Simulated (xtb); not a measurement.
C5H6O2, SMILES O[C@@H]1[C@H](C#C)[C@@H]1O. All values are semi-empirical tight-binding results from xtb (GFN2-xTB unless named), good for trends rather than for accurate numbers. Geometry: GFN2-xTB. The structure was generated by enumeration; whether it is a known compound was not checked. The values are those of a single conformer.

Computed properties:
```
Quantity                                         Value
---------------------------------------  -------------
orbital gap                                    5.79 eV
dipole moment                                   2.70 D
zero-point energy                        59.9 kcal/mol
G − E(el) at 298.15 K (modified RRHO)    40.0 kcal/mol
static polarisability (D4 model)            62.2 bohr³
solvation energy, GFN2-xTB/ALPB(water)   -6.9 kcal/mol
solvation energy, GFN2-xTB/ALPB(hexane)  -5.9 kcal/mol
```

Problem. Give the IR lines (harmonic; lines under 4 % of the strongest left out, lines within 3 cm⁻¹ merged). (An estimate is asked for; the answer gives what the named calculation found.)

Solution. ν (cm⁻¹): 86 (m), 146 (w), 215 (m), 391 (vs), 513 (w), 584 (w), 603 (w), 673 (w), 679 (w), 938 (m), 1008 (m), 1092 (m), 1142 (m), 1196 (m), 1225 (s), 1290 (m), 1309 (m), 1408 (s), 2276 (w), 2985 (m), 3042 (w), 3055 (m), 3401 (w), 3459 (m), 3502 (w) (against the strongest line: vs over 80 %, s over 45 %, m over 15 %, w over 4 %, vw less)
